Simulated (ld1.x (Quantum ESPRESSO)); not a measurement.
## Reading a pseudo-wave (cobalt (Co))

Columns: radius, all-electron u(r) and pseudo u(r) of the 3s shell (level -99.54 eV) of cobalt in the configuration [Ne] 3s2 3p6 3d7.5 4s1.5 4p0; PBEsol, scalar-relativistic, PAW scheme, ld1.x (Quantum ESPRESSO) 7.5.

```csv
r (bohr),all-electron,pseudo
0.065,0.0966,0.2313
0.130,-0.5452,0.4546
0.195,-0.6533,0.6625
0.260,-0.3601,0.8483
0.325,0.0814,1.0064
0.390,0.5092,1.1328
0.455,0.8494,1.2251
0.520,1.0819,1.2824
0.585,1.2142,1.3056
0.650,1.2649,1.2972
0.715,1.2551,1.2609
0.780,1.2038,1.2014
0.845,1.1263,1.1241
0.910,1.0344,1.0346
0.975,0.9365,0.9385
1.040,0.8384,0.8407
1.105,0.7438,0.7454
1.170,0.6551,0.6557
1.235,0.5735,0.5736
1.300,0.4996,0.4996
1.365,0.4334,0.4334
1.430,0.3747,0.3747
1.495,0.3229,0.3229
1.560,0.2776,0.2776
1.625,0.2382,0.2382
1.690,0.2039,0.2039
```

(1) How many radial nodes do the two functions have?

(2) At about which radius was the pseudo-wave matched?

(3) Is the pseudo-wave norm-conserving?

Results:

(1) The all-electron 3s function has n − l − 1 = 2; the pseudo-wave has 0, since the states of the same l below it are removed with the core.

(2) 1.30 bohr, where the columns begin to agree (steps of 0.07 bohr).

(3) No, it belongs to a PAW set: the norm inside the radius is not constrained, and the difference is carried by the augmentation charge.
